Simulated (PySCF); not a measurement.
## How methods differ on the excitation energy of Cl²⁺

Cl²⁺ [Ne] 3s2 3p3 (4S) → Cl²⁺ [Ne] 3s1 3p3 4s1 (6S), as a difference of total energies. Computed with PySCF 2.14 in aug-cc-pCVTZ-DK (8s7p5d3f, 75 functions), with scalar relativity by spin-free X2C-1e. Correlated levels: valence: [Ne] frozen; valence and next inner shell: 1s2 frozen; nothing frozen. The calculations carry no spin-orbit coupling.

```
                                method  excitation energy (eV)
                                   UHF                  28.146
                                   LDA                  30.243
                                   PBE                  30.151
                                  PBE0                  30.098
                                r2SCAN                  29.706
                                 B3LYP                  30.622
                                  PW91                  30.173
                               wB97M-V                  30.127
                                  BLYP                  30.687
                         MP2 (valence)                  29.783
                     SCS-MP2 (valence)                  30.389
    MP2 (valence and next inner shell)                  30.012
SCS-MP2 (valence and next inner shell)                  30.558
                   MP2 (all electrons)                  30.007
               SCS-MP2 (all electrons)                  30.554
```

Question: How much does correlation contribute at MP2 (all electrons)?

Answer: 30.007 − (28.146) = 1.861 eV, measured against UHF.

The promoted electron is Rydberg-like, and one or two diffuse shells describe it only roughly, which tends to raise the upper state.
